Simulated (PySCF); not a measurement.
Correlation energy of Ge⁶⁺ (germanium, charge +6)

Starting occupation: [Ar] 3d8, 3d3/2 with m_j = -3/2, -1/2, +1/2, +3/2, 3d5/2 with m_j = -1/2, +1/2, +3/2, +5/2. Calculation: PySCF 2.14, in an uncontracted even-tempered set (18 s from 0.27 bohr⁻², ratio 2.8; 13 p from 0.35 bohr⁻², ratio 2.8; 9 d from 0.35 bohr⁻², ratio 2.8; 4 f from 2.7 bohr⁻², ratio 3); X2C-1e with screened-nucleus spin-orbit coupling, Gaussian nucleus. Frozen: [Ne]; 16 electrons correlated; the 76 highest virtual spinors left out.

MP2 pair energies summed by pair of shells (mhartree):

```json
{"pair": "3d-3d", "energy": "-231.43", "share (%)": "39.7"}
{"pair": "3d-3p", "energy": "-213.01", "share (%)": "36.6"}
{"pair": "3p-3p", "energy": "-58.94", "share (%)": "10.1"}
{"pair": "3d-3s", "energy": "-45.01", "share (%)": "7.7"}
{"pair": "3p-3s", "energy": "-29.49", "share (%)": "5.1"}
{"pair": "3s-3s", "energy": "-4.52", "share (%)": "0.8"}
```

Total MP2 correlation energy: -582.41 mhartree.

The GHF reference relaxed away from the jj start to a determinant that is no pure jj level (⟨S²⟩ = 2.00, ⟨J²⟩ = 20.00); the energies belong to that determinant.
